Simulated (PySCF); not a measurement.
F2H2NNbO, SMILES [F][Nb](=[NH])([OH])[F], multiplicity 1. Atoms are numbered in the order given.

```xyz
7

Nb     0.0159     0.0076     0.0000
N     -0.0603     1.7539     0.0000
H     -0.0608     2.7702     0.0000
F      0.9154    -0.5461     1.5594
F      0.9154    -0.5461    -1.5594
O     -1.7534    -0.6619     0.0000
H     -2.6194    -0.2357     0.0000
```

Geometry: B3LYP-D3(BJ)/def2-SVP. The spin state was assumed, not searched. The structure was generated by enumeration; whether it is a known compound was not checked. The def2 effective core potentials stand for the cores of Nb; spin–orbit coupling is left out. The values are those of a single conformer.

These are PBE/def2-TZVP (PySCF) values and carry that method's errors.

Gas-phase values at a fixed geometry.

Computed frontier levels, gap, dipole moment and polarisability:
```json
{
 "highest_occupied_level": "-7.02 eV",
 "lowest_empty_level": "-2.17 eV",
 "orbital_gap": "4.85 eV",
 "dipole_moment": "2.71 D",
 "quadrupole, principal values (traceless, Buckingham form, about the centre of nuclear charge)": "-9.30, 3.39, 5.91 D·Å",
 "mean_static_polarisability": "48.7 bohr³ (7.21 Å³)",
 "polarisability_principal_values": "42.0, 48.1, 55.9 bohr³"
}
```
